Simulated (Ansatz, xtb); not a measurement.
## Relative energy of two isomers of C5H12Ge

We compare X, `C[C@@H]1C[CH2][GeH2][CH2]1`, a singlet, with Y, `[CH3][GeH]1[CH2]CC[CH2]1`, a singlet. Both are isolated molecules in the gas phase, relaxed with r2SCAN-D4/def2-SVP; the shapes shown needn't be the lowest conformers.

X (Å):

```xyz
18

C    -1.2359    1.0783   -0.9097
C     0.0554    0.7773   -0.1553
C     1.2854    0.7355   -1.0825
C     2.5455    0.3834   -0.2770
C    -0.0060   -0.5490    0.6299
Ge    1.8855   -0.9545    1.0201
H    -1.4402    0.2927   -1.6575
H    -1.1774    2.0417   -1.4427
H    -2.0996    1.1218   -0.2271
H     0.2290    1.5939    0.5756
H     1.1078   -0.0365   -1.8568
H     1.3974    1.6942   -1.6202
H     3.3703    0.0206   -0.9087
H     2.9168    1.2634    0.2752
H     2.3041   -0.6567    2.4715
H     2.2799   -2.4026    0.6773
H    -0.4201   -1.3482   -0.0112
H    -0.6461   -0.4810    1.5232
```

Y (Å):

```json
{"atom": "C", "x (Å)": "-1.8419", "y (Å)": "1.8229", "z (Å)": "-0.7733"}
{"atom": "C", "x (Å)": "0.2382", "y (Å)": "-0.7087", "z (Å)": "-0.5823"}
{"atom": "C", "x (Å)": "1.6180", "y (Å)": "-0.6898", "z (Å)": "-1.2632"}
{"atom": "C", "x (Å)": "1.8829", "y (Å)": "0.7076", "z (Å)": "-1.8460"}
{"atom": "C", "x (Å)": "0.7014", "y (Å)": "1.1208", "z (Å)": "-2.7410"}
{"atom": "Ge", "x (Å)": "-0.8703", "y (Å)": "0.4376", "z (Å)": "-1.7535"}
{"atom": "H", "x (Å)": "-1.1425", "y (Å)": "2.4083", "z (Å)": "-0.1565"}
{"atom": "H", "x (Å)": "-2.5989", "y (Å)": "1.3773", "z (Å)": "-0.1099"}
{"atom": "H", "x (Å)": "-2.3529", "y (Å)": "2.5095", "z (Å)": "-1.4653"}
{"atom": "H", "x (Å)": "-1.8454", "y (Å)": "-0.3570", "z (Å)": "-2.6480"}
{"atom": "H", "x (Å)": "-0.1566", "y (Å)": "-1.7271", "z (Å)": "-0.4458"}
{"atom": "H", "x (Å)": "0.2902", "y (Å)": "-0.2413", "z (Å)": "0.4171"}
{"atom": "H", "x (Å)": "2.4238", "y (Å)": "-0.9880", "z (Å)": "-0.5693"}
{"atom": "H", "x (Å)": "1.6305", "y (Å)": "-1.4257", "z (Å)": "-2.0894"}
{"atom": "H", "x (Å)": "2.8423", "y (Å)": "0.7331", "z (Å)": "-2.3925"}
{"atom": "H", "x (Å)": "1.9827", "y (Å)": "1.4270", "z (Å)": "-1.0108"}
{"atom": "H", "x (Å)": "0.7625", "y (Å)": "0.6196", "z (Å)": "-3.7223"}
{"atom": "H", "x (Å)": "0.6666", "y (Å)": "2.2054", "z (Å)": "-2.9292"}
```

Estimate which is lower in electronic energy at CCSD(T)/def2-SVP + ΔMP2/def2-TZVPP, and by roughly how much.

The CCSD(T)/def2-SVP + ΔMP2/def2-TZVPP calculation puts structure Y lower, by 0.250 eV.

How the difference moves with the method:

```tsv
level	geometry	E(Y) − E(X) (eV)	departure from the last row (eV)	job, with rough time for the two
GFN2-xTB	GFN2-xTB	+0.219	+0.469	optimisation, 0.24 s
HF/STO-3G	GFN2-xTB	−0.246	+0.004	single point, 0.76 s
r2SCAN-D4/def2-SVP//GFN2-xTB	GFN2-xTB	−0.179	+0.071	single point, 4.3 s
r2SCAN-D4/def2-SVP	r2SCAN-D4/def2-SVP	−0.173	+0.077	optimisation, 26 s
HF/def2-SVP	r2SCAN-D4/def2-SVP	−0.169	+0.081	part of the CCSD(T) run
MP2/def2-SVP	r2SCAN-D4/def2-SVP	−0.126	+0.124	part of the CCSD(T) run
CCSD(T)/def2-SVP	r2SCAN-D4/def2-SVP	−0.101	+0.149	single point
CCSD(T)/def2-SVP + ΔMP2/def2-TZVPP	r2SCAN-D4/def2-SVP	−0.250		single point, 98 s
```

As drawn, Y has 1 C–Ge, 1 C–H in place of 1 C–C, 1 Ge–H.

GFN2-xTB puts the two in the other order. The largest departure from CCSD(T)/def2-SVP + ΔMP2/def2-TZVPP is that of GFN2-xTB, 0.469 eV. The last row adds to CCSD(T) the change of the MP2 difference between the two basis sets, here −0.149 eV, a large step that makes the value less sure.

With thermal terms from frequencies at re-optimised GFN2-xTB minima (ideal gas, soft modes damped towards free rotors, one conformer each, 298.15 K, 1 atm): the zero-point term adds +0.026 eV; ΔH is −0.209 and ΔG −0.248 eV.

The correlated steps freeze 14 core orbitals; the filled d shell of Ge is correlated, in a basis made for valence electrons. Mirror images aren't counted in ΔG. Programs: Ansatz 0.2.0, xtb 6.7.1; the last row on 4 threads of Intel(R) Xeon(R) Platinum 8259CL CPU @ 2.50GHz (Skylake/Cascade Lake) on a shared host.
